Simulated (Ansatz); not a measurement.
Two isomers of C2H6SSi: A = `C1CS[SiH2]1`, B = `C=CS[SiH3]`.

Gas-phase electronic energies from Ansatz, PBE0-D4/def2-TZVP geometries. CCSD(T)/CBS is the MP2 limit (def2-TZVPP, def2-QZVPP) plus CCSD(T) − MP2 in def2-TZVPP, frozen cores. DFT in def2-TZVPP. B3LYP here is the variant with VWN-RPA as its local correlation; programs differ in this. Each species was taken in one conformer, which may not be the lowest.

A:

```xyz
10

C     0.557    0.579    0.271
C     0.844   -0.617   -0.661
S    -0.848   -1.168   -1.178
Si   -1.267    0.159    0.442
H     1.173    0.596    1.171
H     0.691    1.526   -0.255
H     1.434   -0.363   -1.542
H     1.336   -1.436   -0.136
H    -2.261    1.232    0.173
H    -1.658   -0.508    1.715
```

B:

Z-matrix (Å, degrees):
```
Si
S 1 2.134
H 1 1.485 2 112.1
H 1 1.483 2 105.8 3 -120.0
H 1 1.487 2 109.5 3 120.7
C 2 1.761 1 99.3 3 -69.5
C 6 1.326 2 123.0 1 147.4
H 6 1.086 2 116.0 1 -36.3
H 7 1.084 6 122.0 2 -3.8
H 7 1.084 6 120.3 2 175.5
```

Q: Which isomer does CCSD(T)/CBS put lower? Give the gap. (An estimate is asked.)

A: Computed: A, by 58.2 kJ/mol.

Q: Give E(B) − E(A) in kJ/mol with MP2/def2-TZVPP, r2SCAN-D4, B2PLYP, B3LYP, CCSD(T)/def2-TZVPP, ωB97M-V, CCSD(T)/def2-SVP. (An estimate is asked.)

A: Ansatz gave: MP2/def2-TZVPP 65.4, r2SCAN-D4 57.2, B2PLYP 49.5, B3LYP 41.7, CCSD(T)/def2-TZVPP 56.2, ωB97M-V 63.3, CCSD(T)/def2-SVP 47.8. None reverses the order clearly.

Q: Does the order hold for the free energy at 298.15 K (harmonic terms from PBE0-D4)? (An estimate is asked.)

A: The calculation gave: Yes: G(B) − G(A) = +40.3 kJ/mol, for one conformer each. Modes under 60 cm⁻¹, often nearly free rotors, make the harmonic entropy too high.

Largest T1 diagnostic: 0.012.

At CCSD(T), def2-SVP lies −10.3 kJ/mol from the extrapolated value and def2-TZVPP −1.9 kJ/mol. From r2SCAN to r2SCAN0 (25 % exact exchange), in def2-TZVPP and without D4, E(B) − E(A) moves by +8.9 kJ/mol.
